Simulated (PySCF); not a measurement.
HF$_{5}$OW (SMILES [OH][W]([F])([F])([F])([F])[F]), singlet, geometry from GFN2-xTB (such geometries of metal compounds can be far from the true shape) (core potentials on W); PySCF with DF-M06/def2-SVP.

PySCF was given this input:
```python
from pyscf import gto, scf, dft

mol = gto.Mole()
mol.atom = '''
    W     0.00634034   -0.01303555    0.00301076
    F    -0.78081071    1.60532460   -0.37077427
    F     1.41436142    0.93232006    0.77031304
    F     0.84277491    0.09380034   -1.65648816
    F    -0.89290696    0.00926971    1.63268256
    F    -1.46449346   -0.82925000   -0.79411864
    O     0.78305903   -1.60994707    0.37184191
    H     1.19601609   -2.45897504    0.56793790
'''
mol.basis = 'def2-svp'
mol.ecp = {'W': 'def2-svp'}
mol.verbose = 5
mol.build()

mf = dft.RKS(mol)
mf.xc = 'm06'
mf = mf.density_fit(auxbasis='def2-universal-jkfit')
mf.kernel()
```

What the program printed (banner, timings and long lists left out):

```
PySCF version 2.14.0

[INPUT] verbose = 5
[INPUT] max_memory = 4000
[INPUT] num. atoms = 8
[INPUT] num. electrons = 68
[INPUT] charge = 0
[INPUT] spin (= nelec alpha-beta = 2S) = 0
[INPUT] symmetry False subgroup None
[INPUT] Mole.unit = angstrom
[INPUT] Symbol           X                Y                Z      unit          X                Y                Z       unit  Magmom
[...]
[INPUT] ---------------- BASIS SET ----------------
[INPUT] l, kappa, [nprim/nctr], expnt,             c_1 c_2 ...
[INPUT] W
[...]
                                12                1.0014141748
[...]
                                6.084876          -0.66720686321
                                1.2523777812      0.52090351989
                                0.58569208922     0.51885687511
[...]
                                1.623745245       0.18452733732
                                0.69187452392     0.44121676843
                                0.27865835325     0.431584092415
[...]
[INPUT] H
[...]
                                1.9622572         0.13796524
                                0.44453796        0.47831935
[...]
[INPUT] F
[...]
                                435.4193912       -0.039904258866
                                98.843328866      -0.17912768038
                                27.485198001      -0.46758090825
                                8.5405498171      -0.4465313102
[...]
                                4.9872339257      -0.23754317067
                                1.3491613954      -0.51287353587
[...]
[INPUT] O
[...]
                                340.87010191      -0.03989003923
                                77.363135167      -0.17853911985
                                21.47964494       -0.46427684959
                                6.6589433124      -0.44309745172
[...]
                                3.863550544       0.23094120765
                                1.0480920883      0.51375311064
[...]
nuclear repulsion = 448.966405656396
number of shells = 51
number of NR pGTOs = 208
number of NR cGTOs = 121
basis = def2-svp
ecp = {'W': 'def2-svp'}

******** <class 'pyscf.df.df_jk.DFRKS'> ********
method = DFRKS
initial guess = minao
damping factor = 0
level_shift factor = 0
DIIS = <class 'pyscf.scf.diis.CDIIS'>
diis_start_cycle = 1
diis_space = 8
diis_damp = 0
SCF conv_tol = 1e-09
SCF conv_tol_grad = None
SCF max_cycles = 50
direct_scf = False
XC library pyscf.dft.libxc version 7.1.2
    S. Lehtola, C. Steigemann, M. J. T. Oliveira, and M. A. L. Marques,  SoftwareX 7, 1–5 (2018)
XC functionals = m06
    Y. Zhao and D. G. Truhlar,  Theor. Chem. Acc. 120, 215 (2008)
    Y. Zhao and D. G. Truhlar,  Theor. Chem. Acc. 120, 215 (2008)
radial grids:
    Treutler-Ahlrichs [JCP 102, 346 (1995); DOI:10.1063/1.469408] (M4) radial grids

becke partition: Becke, JCP 88, 2547 (1988); DOI:10.1063/1.454033
pruning grids: <function nwchem_prune>
grids dens level: 3
symmetrized grids: False
atomic radii adjust function: <function treutler_atomic_radii_adjust>
small_rho_cutoff = 0
Set gradient conv threshold to 3.16228e-05
Initial guess from minao.
Density of valence part of ANO basis will be used as initial guess for W
atom W rad-grids = 100, ang-grids = [ 50  50  50  50  50  50  50  50  50  50  50  50  50  50  50  50  50  50
  50  50  50  50  50  50  50  50  50  50  86  86  86  86  86  86  86  86
  86  86  86  86  86  86  86  86 350 350 350 350 350 350 350 350 350 350
 350 434 434 434 434 434 434 434 434 434 434 434 434 434 434 434 434 434
 434 434 434 434 434 434 350 350 350 350 350 350 350 350 350 350 350 350
 350 350 350 350 350 350 350 350 350 350]
atom F rad-grids = 75, ang-grids = [ 50  50  50  50  50  50  50  50  50  50  50  50  50  50  50  50  50  50
  50  50  50  50  86  86  86  86  86  86  86  86  86 266 266 266 266 266
 266 302 302 302 302 302 302 302 302 302 302 302 302 302 302 302 302 302
 302 302 266 266 266 266 266 266 266 266 266 266 266 266 266 266 266 266
 266 266 266]
[...]
 -4.32524067e-01 -4.32487942e-01 -1.61735549e-01 -1.50691854e-01
 -1.50690195e-01 -2.16298606e-02  1.00714609e-02  3.69973918e-02
  3.82508772e-02  3.96679768e-02  3.97075244e-02  1.15533914e-01
  2.53417044e-01  2.87925211e-01  2.89671377e-01  2.89706791e-01
  3.12264055e-01  3.25260201e-01  5.70110649e-01  6.03405761e-01
  6.18738345e-01  6.18783102e-01  8.26261341e-01  8.66718488e-01
  8.66741078e-01  8.66780448e-01  9.77002839e-01  9.77042169e-01
  9.88295188e-01  1.15723431e+00  1.17899421e+00  1.17900746e+00
  1.25072853e+00  1.27960948e+00  1.27967725e+00  1.28722215e+00
  1.30925292e+00  1.30929314e+00  1.32886028e+00  1.33305292e+00
  1.34928116e+00  1.37165910e+00  1.40124988e+00  1.40126999e+00
  1.43481428e+00  1.43490223e+00  1.45447249e+00  1.50585771e+00
  1.54555124e+00  1.54558942e+00  1.71996644e+00  1.74706182e+00
  1.91293822e+00  1.91300197e+00  1.95267909e+00  2.32721527e+00
  2.38375310e+00  2.55861050e+00  2.57505052e+00  2.88183317e+00
  2.88194504e+00  3.01299986e+00  3.04055252e+00  3.04062712e+00
  3.05016470e+00  3.05027443e+00  3.05036345e+00  3.05172777e+00
  3.05176904e+00  3.08266287e+00  3.09147074e+00  3.09150755e+00
  3.09860485e+00  3.12786354e+00  3.13404938e+00  3.18172101e+00
  3.23167172e+00  3.23172175e+00  3.25527416e+00  3.26467236e+00
  3.26477835e+00  3.27205328e+00  3.29795315e+00  3.50904795e+00
  4.09071251e+00  4.09077450e+00  4.14569533e+00  6.76735135e+01
  5.75449095e+02]
nelec by numeric integration = 68.0000475154313
E1 = -1807.6701796468071  E2 = 716.9573533668063  Ecoul = 785.609019352025  Exc = -68.6516659852187
cycle= 11 E= -641.746420623605  delta_E= -1.29e-10  |g|= 1.51e-05  |ddm|= 2.43e-05
[...]
  mo_energy =
[-2.48089757e+01 -2.48088409e+01 -2.48086882e+01 -2.48086241e+01
 -2.48075344e+01 -1.93146308e+01 -3.19358277e+00 -1.84994958e+00
 -1.84703482e+00 -1.84703294e+00 -1.23815481e+00 -1.23313213e+00
 -1.22154125e+00 -1.19999068e+00 -1.19997977e+00 -1.08467706e+00
 -6.64242634e-01 -5.87100986e-01 -5.63613162e-01 -5.60281748e-01
 -5.60264964e-01 -5.59083047e-01 -5.10323947e-01 -4.88640970e-01
 -4.88629927e-01 -4.79661080e-01 -4.72385827e-01 -4.72376425e-01
 -4.71185649e-01 -4.61535582e-01 -4.61496448e-01 -4.49290740e-01
 -4.32523083e-01 -4.32486891e-01 -1.61735954e-01 -1.50691864e-01
 -1.50690205e-01 -2.16289543e-02  1.00714446e-02  3.69969967e-02
  3.82506566e-02  3.96678961e-02  3.97074491e-02  1.15534323e-01
  2.53416957e-01  2.87924970e-01  2.89671313e-01  2.89706738e-01
  3.12263930e-01  3.25260145e-01  5.70112249e-01  6.03405798e-01
  6.18738167e-01  6.18782927e-01  8.26261132e-01  8.66718327e-01
  8.66740890e-01  8.66780376e-01  9.77004673e-01  9.77043997e-01
  9.88296228e-01  1.15723435e+00  1.17899369e+00  1.17900701e+00
  1.25072804e+00  1.27960896e+00  1.27967676e+00  1.28722162e+00
  1.30925250e+00  1.30929270e+00  1.32885994e+00  1.33305271e+00
  1.34928065e+00  1.37165880e+00  1.40124935e+00  1.40126952e+00
  1.43481441e+00  1.43490241e+00  1.45447258e+00  1.50585722e+00
  1.54555212e+00  1.54559032e+00  1.71996673e+00  1.74706136e+00
  1.91293777e+00  1.91300160e+00  1.95267988e+00  2.32721624e+00
  2.38375309e+00  2.55861314e+00  2.57505309e+00  2.88183495e+00
  2.88194682e+00  3.01299921e+00  3.04055190e+00  3.04062646e+00
  3.05016375e+00  3.05027368e+00  3.05036263e+00  3.05172726e+00
  3.05176833e+00  3.08266221e+00  3.09147018e+00  3.09150700e+00
  3.09860409e+00  3.12786283e+00  3.13404872e+00  3.18172036e+00
  3.23167120e+00  3.23172123e+00  3.25527355e+00  3.26467180e+00
  3.26477768e+00  3.27205262e+00  3.29795267e+00  3.50904884e+00
  4.09071186e+00  4.09077397e+00  4.14569598e+00  6.76735132e+01
  5.75449095e+02]
nelec by numeric integration = 68.00004751552945
E1 = -1807.6702000584828  E2 = 716.9573737786143  Ecoul = 785.6090412362677  Exc = -68.65166745765343
Extra cycle  E= -641.746420623472  delta_E= 1.32e-10  |g|= 3.13e-05  |ddm|= 3.02e-05
converged SCF energy = -641.746420623472
```
